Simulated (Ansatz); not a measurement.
`[CH3][SnH]([Cl])[O][SiH3]` + `N=C=O` → `O=C=N[SiH3]` + `[CH3][SnH]([OH])[Cl]`  (ligand exchange at the Si–O bond)

Calculated with Ansatz (gas phase, PBE0-D4/def2-TZVP geometries, no zero-point term in ΔE). CBS: MP2 limit from def2 TZ/QZ plus the TZ coupled-cluster correction, frozen cores. This one scheme is used for every species. Functionals use def2-TZVPP. B3LYP here is the variant with VWN-RPA as its local correlation; programs differ in this. def2 core potentials past Kr. For Sn outer-core shells are correlated without core-valence functions, which leaves a few kJ/mol of doubt a bond. Each species was taken in one conformer, which may not be the lowest.

| level | ΔE (kcal/mol) | difference from CCSD(T)/CBS |
| --- | --- | --- |
| r2SCAN-D4 | 4.0 | -0.6 |
| PBE0-D4 | 3.1 | -1.5 |
| BHLYP-D4 | 4.4 | -0.2 |
| ωB97X-V | 3.8 | -0.8 |
| ωB97M-V | 4.0 | -0.6 |
| B3LYP | 2.6 | -2.0 |
| BHLYP | 2.9 | -1.7 |
| MP2/def2-SVP | 3.5 | -1.1 |
| CCSD/def2-SVP | 3.6 | -1.0 |
| MP2/def2-TZVPP | 4.0 | -0.6 |
| CCSD(T)/CBS | 4.6 | 0 |

Largest T1 diagnostic among the species: 0.018.

The D4 term adds +1.3 kcal/mol with B3LYP and +0.8 kcal/mol with PBE0; it sums over pairs of atoms, weighted by their polarisabilities, and B3LYP, whose exchange is more repulsive, gets the larger term. Leaving LDA and LC-ωPBE aside and taking each functional with its dispersion term where it has one, the values, not all of them listed here, spread over 1.5 kcal/mol, from HSE06-D4 to B97M-V.

CCSD(T)/CBS has its own doubt, a few kJ/mol and more with outer-core shells, so smaller differences from it don't rank the levels.
